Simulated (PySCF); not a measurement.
Two species compared at the same levels of theory.

First species: C4H6ClF.
InChI=1S/C4H6ClF/c5-3-1-2-4-6/h1,3H,2,4H2/b3-1+

Second species: C₆H₁₂O.
InChI=1S/C6H12O/c1-2-7-6-4-3-5-6/h6H,2-5H2,1H3

Levels: PBE0/def2-SVPD for dipole moment, HOMO energy, LUMO energy, HOMO–LUMO gap, static isotropic polarisability and electronic spatial extent ⟨r²⟩ about the centre of nuclear charge; TDDFT PBE0/def2-SVPD for lowest singlet excitation; TDA PBE0/def2-SVPD for lowest triplet excitation (Tamm–Dancoff); GFN2-xTB for rotational constant A and rotational constant C. Geometries: GFN2-xTB. All species are isolated and taken at one optimised geometry, non-relativistic unless stated. Electronic properties by PySCF.

The conformers computed, where there is a choice (atom-mapped SMILES and torsion angles):
- `[F:1][CH2:2][CH2:3]/[CH:4]=[CH:5]/[Cl:6]`: F1–C2–C3–C4 65°, C2–C3–C4–C5 121°
- `[CH3:1][CH2:2][O:3][CH:4]1[CH2:5][CH2:6][CH2:7]1`: C1–C2–O3–C4 72°, C2–O3–C4–C5 167°

Values for the first species:

```
Dipole moment                                                     : 2.58 D
HOMO energy                                                       : -7.38 eV
LUMO energy                                                       : -0.28 eV
HOMO–LUMO gap                                                     : 7.10 eV
Lowest singlet excitation                                         : 6.54 eV
Lowest triplet excitation (Tamm–Dancoff)                          : 4.13 eV
Static isotropic polarisability                                   : 65.9 au
Electronic spatial extent ⟨r²⟩ about the centre of nuclear charge : 1125 bohr²
Rotational constant A                                             : 8.965 GHz
Rotational constant C                                             : 0.928 GHz
```

Question: Estimate the same properties for the second species, and the change in each.

Answer: 
```tsv
property	first	second	second less first
dipole moment	2.58 D	1.18 D	-1.40 D
HOMO energy	-7.38 eV	-7.15 eV	+0.23 eV
LUMO energy	-0.28 eV	0.82 eV	+1.10 eV
HOMO–LUMO gap	7.10 eV	7.97 eV	+0.87 eV
lowest singlet excitation	6.54 eV	6.85 eV	+0.31 eV
lowest triplet excitation (Tamm–Dancoff)	4.13 eV	6.68 eV	+2.55 eV
static isotropic polarisability	65.9 au	75.2 au	+9.3 au
electronic spatial extent ⟨r²⟩ about the centre of nuclear charge	1125 bohr²	930 bohr²	-195 bohr²
rotational constant A	8.965 GHz	5.915 GHz	-3.050 GHz
rotational constant C	0.928 GHz	1.379 GHz	+0.451 GHz
```

On the first: The vertical singlet–triplet gap S1 − T1 is 2.41 eV (TDDFT singlet less Tamm–Dancoff triplet; S1: HOMO→LUMO, weight 0.84; T1: HOMO→LUMO, weight 0.91).

On the second: The dipole equals about 3.9 × 10⁻³⁰ C·m (1 D = 3.33564 × 10⁻³⁰ C·m). The 6 singlets span 6.85 to 8.13 eV, and their oscillator strengths add up to 0.12.
